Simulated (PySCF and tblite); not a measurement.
C4H2F4O, numbered as in [O:1]=[CH:2]/[C:3]([F:4])=[CH:5]\[C:6]([F:7])([F:8])[F:9]. Conformers came from 60 starts (ETKDG and KDG, MMFF94s, GFN2-xTB); geometries are GFN2-xTB. Free energies are B3LYP-D3(BJ)/def2-SVP (IEF-PCM, tetrahydrofuran) single points with GFN2-xTB rigid-rotor and vibrational terms (modes under about 100 cm⁻¹ blended into free rotors). Symmetry numbers and mirror images are counted. Conformers within 2.5 kcal/mol (GFN2-xTB free energy) were kept, 6 at most. GIAO shieldings: mPW1PW91/pcSseg-1 (IEF-PCM, tetrahydrofuran). Shifts are against TMS (¹H), TMS (¹³C) at the same level. Run with PySCF (density fitting) and tblite.

Torsions listed: O1–C2–C3–F4.

Two conformers hold nearly all the population. I: 180°; δ(H5) = 6.45 ppm. II: 0°; δ(H5) = 7.20 ppm. The average over the ensemble at 298.15 K is 7.06 ppm.

(1) What populations and free-energy difference follow from a two-state model?

Results:

(1) p(I) = (7.06 − 7.20)/(6.45 − 7.20) = 0.19, so K = p(II)/p(I) = 4.36 and G(II) − G(I) = −RT ln K = -0.87 kcal/mol. The weights computed directly are 17.6 % and 82.4 %.


Conformer gaps in def2-SVP on xTB geometries can be 2 kcal/mol too large for S=O, P=O and other polar bonds.